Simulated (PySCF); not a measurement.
## Correlation energy of Si⁻ (silicon, charge -1)

[Ne] 3s2 3p3, high-spin 4S determinant. Computed with PySCF 2.14 in dyall-av3z, with the spin-free X2C one-electron Hamiltonian (Gaussian nucleus). Frozen: [Ne]; 5 electrons correlated; the 23 highest virtual orbitals of each spin left out.

MP2 pair energies summed by pair of shells (mhartree):

```tsv
pair	energy	share (%)
3s-3p	-47.64	61.9
3p-3p	-16.80	21.8
3s-3s	-12.56	16.3
```

Total MP2 correlation energy: -77.00 mhartree.

Same-spin part -22.26 and opposite-spin part -54.73 mhartree; SCS-MP2 scales them by 1/3 and 6/5 to -73.10 mhartree.
